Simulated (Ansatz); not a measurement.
A run for Ansatz (a first-principles code): R-RI-MP2/cc-pVQZ on CH5BOSe (SMILES COB[SeH]), a point of a torsion scan. Files ending in .json are basis or fitting sets from the Basis Set Exchange. The run froze 17 orbitals, filled d shells among them.

Ansatz 0.2 input:
```yaml
crystal:
  periodic: [false, false, false]
  atoms:
    - {symbol: C, position_ang: [-1.08685422, -0.83188541, -0.03355340]}
    - {symbol: O, position_ang: [-0.24867818, 0.26059354, -0.11423247]}
    - {symbol: B, position_ang: [0.54415936, 1.26258942, -0.07596019]}
    - {symbol: Se, position_ang: [2.50290057, 1.00207778, -0.33255980]}
    - {symbol: H, position_ang: [-0.57927462, -1.66472393, 0.46663508]}
    - {symbol: H, position_ang: [-1.36546166, -1.14320962, -1.04454035]}
    - {symbol: H, position_ang: [-1.99480499, -0.57337711, 0.52378314]}
    - {symbol: H, position_ang: [0.21369149, 2.38238939, 0.07941778]}
    - {symbol: H, position_ang: [2.49329905, -0.42768402, -0.48239975]}
basis:
  gaussian:
    orbitals: cc-pVQZ
    fitting: {mean_field: def2-universal-JKFIT, correlation: cc-pVQZ-RIFIT.json}
magnetization: {spin_polarized: false}
correlation: {method: mp2, electrons: outside_noble_gas}
scf: {lower_state_search: off}
```

Output:

```
WARN ansatz: RAYON_NUM_THREADS=1 ignored (pool sized by the plan → 1); use --threads N
Functional definition: HF
these checks for a lower state are left out or cut short: stability, starts, cluster_reference, orbital_swaps, neighbouring_geometries, increment
integrals: 0.63 GiB planned
583 factors; integrals over basis functions are off by at most 4.9e0 eV
mean field: 0.97 GiB planned
mean field evaluation 1: about -69123.0834 eV, gradient 3.2e1 eV
mean field evaluation 2: about -69124.9403 eV, gradient 1.8e1 eV
mean field evaluation 4: about -69125.5214 eV, gradient 7.3e-1 eV
mean field -69125.52496997 eV, -2540.3161876827 hartree, gradient 8.5e-7 eV, S^2 0.000000; 0 other end points of the search recorded, 0 dependent functions left out
17 core orbitals not correlated
897 factors; their error is unknown
reference -69125.52496997 eV, -2540.3161876827 hartree; 12, 12 occupied and 354, 354 virtual orbitals, 897 factors
second order -19.43121629 eV of doubles, -0.00000000 eV of singles
Total energy: -69144.95618626 eV, -2541.0302717105 hartree
Checks for a lower state left out: stability, starts, cluster_reference, orbital_swaps, neighbouring_geometries, increment
```

The run converged.

Cost: around 11 core-seconds (rough).
